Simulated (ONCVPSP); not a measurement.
# What the settings do to the ONCV potential of Cs (Z = 55)

Base potential:

ONCVPSP 4.0.1 input, shortened (lines: element, Z, core and valence counts, functional; n l f; lmax; l rc ep ncon nbas qcut; lloc lpopt rc5 dvloc0; l nproj debl; icmod fcfact rcfact), LDA (Perdew-Zunger), scalar-relativistic:

```
  Cs 55.00    9    3        3      upf
    1    0    2.00
    2    0    2.00
    2    1    6.00
    3    0    2.00
    3    1    6.00
    3    2   10.00
    4    0    2.00
    4    1    6.00
    4    2   10.00
    5    0    2.00
    5    1    6.00
    6    0    0.50
    2
    0    3.15    0.00    5    8    4.20
    1    1.90    0.00    4    8    4.80
    2    2.70    0.02    5    8    4.10
    4    5    1.25    0.00
    0    3    2.30
    1    1    1.50
    2    2    3.40
    3    5.75    1.45
```

In the d channel the program set the typed energies aside and used 0.050, 3.450 Ha.

All-electron outer shells of the reference configuration (LDA (Perdew-Zunger), scalar-relativistic, ld1.x):

| shell | level (eV) | outermost node (bohr) | outermost maximum (bohr) |
| --- | --- | --- | --- |
| 5s | -29.38 | 0.82 | 1.54 |
| 5p | -16.07 | 0.89 | 1.76 |
| 6s | -4.01 | 2.09 | 4.39 |

Cutoffs, loose and tight: the cutoffs (Ha) at which the residual kinetic energy of the hardest occupied pseudo-wave falls to 1 and 0.1 mHa per electron. They do not see the model core or the augmentation charge, which bear on the density cutoff. Test errors are all-electron minus pseudo excitation energies from the reference, over the configurations 5s2 5p6 6s1; 5s2 5p6 6s0; 5s2 5p6 6s0 6p1; 5s2 5p5 6s1. A dash means not determined; rows that change the core or the reference have their own tests. The largest error is taken over the tests solved by every variant that gives reliable tests at all: 5s2 5p5 6s1; 5s2 5p6 6s0; 5s2 5p6 6s1.

1 further variants are left out, since the program set their typed debl aside.

A true bound ghost makes a file unfit for plane-wave use even where its test errors are small: the radial tests pick states by their node count and pass the ghost by.

| change | outcome | cutoff, loose | cutoff, tight | bound ghosts | GHOST(+) flags above zero | largest test error (meV) |
| --- | --- | --- | --- | --- | --- | --- |
| base | generated, projector energies reset by the program | 11 Ha | 29 Ha | s, p | none | +24 |
| reference 5s2 5p6 6s1 | generated, projector energies reset by the program | 11 Ha | 29 Ha | s, p | none | +84 over the solved tests; 1 of 4 tests not solved or not reliable |
| d: ncon 4, nbas 7 | generated, projector energies reset by the program | 11 Ha | 29 Ha | s, p | none | +24 |
| core correction Teter function, fcfact 4.75, rcfact 1.7 | generated, projector energies reset by the program | 11 Ha | 29 Ha | s, p | none | +2.6 |
| s: rc 3.92 | generated, projector energies reset by the program | 11 Ha | 29 Ha | s, p | none | +24 |
| d: nproj 3 | generated, projector energies reset by the program | 11 Ha | 29 Ha | s, p | d | +24 |

(1) What comes out with this change to the base: s: qcut 4.8; p: qcut 5.5; d: qcut 4.7?

(2) What comes out with this change to the base: p: rc 2.1?

(3) What comes out with this change to the base: local potential polynomial inside 1.25 bohr (lpopt 5, dvloc0 6.5 Ha)?

## Answers

(1) outcome: generated, projector energies reset by the program; cutoff, loose: 12 Ha; cutoff, tight: 14 Ha; bound ghosts: s, p; GHOST(+) flags above zero: none; largest test error (meV): +20.

(2) outcome: generated, projector energies reset by the program; cutoff, loose: 9.4 Ha; cutoff, tight: 15 Ha; bound ghosts: s, p; GHOST(+) flags above zero: none; largest test error (meV): +27.

(3) outcome: generated, projector energies reset by the program; cutoff, loose: 11 Ha; cutoff, tight: 29 Ha; bound ghosts: none; GHOST(+) flags above zero: s; largest test error (meV): -8.1.
